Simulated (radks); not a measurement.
The numbers below are computed, except where a source is named.
Problem. All-electron atom: Nb4+ in [Kr] 4d1. Code: a radial shooting solver on a logarithmic mesh with Libxc functionals. Model: non-relativistic Kohn-Sham, PBE, spin-unpolarised, spherical densities, point nucleus; relativity is left out, which matters for an element this heavy. Some entries of the table are withheld. Estimate them.

| orbital | occ. | eigenvalue (eV) | <r> (bohr) | <r^2> (bohr^2) |
|---|---|---|---|---|
| 1s | 2 | -18406.65 | 0.03720 | 0.001852 |
| 2s | 2 | (1) | 0.1629 | 0.03121 |
| 2p | 6 | -2368.944 | 0.1398 | 0.02381 |
| 3s | 2 | (2) | 0.4548 | 0.2368 |
| 3p | 6 | -389.1561 | 0.4506 | 0.2362 |
| 3d | 10 | -246.7355 | 0.4316 | 0.2243 |
| 4s | 2 | -100.5197 | 1.161 | (3) |
| 4p | 6 | -78.3218 | 1.259 | 1.803 |
| 4d | 1 | -43.9318 | 1.594 | (4) |
| 5s | 0 | -34.4443 | 2.651 | 7.831 |
| 5p | 0 | -28.3497 | 2.957 | 9.769 |
| 4f | 0 | -18.0420 | 3.012 | 10.51 |

Solution. 
(1) 2s eigenvalue (eV): -2574.123
(2) 3s eigenvalue (eV): -467.1270
(3) 4s <r^2> (bohr^2): 1.520
(4) 4d <r^2> (bohr^2): 2.947
